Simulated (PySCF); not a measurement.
Working with the constants of RbO

PBE0 constants of RbO, ²Σ⁺ (doublet), unpaired electrons σ ↑ (PySCF, spin-free X2C with a Gaussian nucleus, basis sets Rb x2c-TZVPall, O x2c-TZVPall; masses 84.9118 and 15.9949 u):

```
ωe              : 390.3 cm⁻¹
ωexe            : 2.03 cm⁻¹
Be              : 0.25144 cm⁻¹
αe              : 0.00180 cm⁻¹
D (centrifugal) : 4.17e-07 cm⁻¹
De to Rb + O    : 2.79 eV
```

(1) Give the vibrational terms G(v) and spacings up to v = 6.

(2) How well does the Morse estimate ωe²/(4ωexe) reproduce De, and what is D0?

Spin–orbit coupling is left out. The state is the lowest determinant that a PBE0 search found; another state may lie lower at other levels.

Results:

(1) G(v) = ωe(v+½) − ωexe(v+½)².

```
v  G(v) (cm⁻¹)  G(v) − G(v−1)  Bv (cm⁻¹)
0          195                    0.2505
1          581            386     0.2487
2          963            382     0.2469
3         1341            378     0.2451
4         1715            374     0.2433
5         2085            370     0.2415
6         2451            366     0.2397
```

(2) It gives 2.33 eV, 83 % of the computed De. D0 = De − G(0) = 2.79 − 0.02 = 2.77 eV.
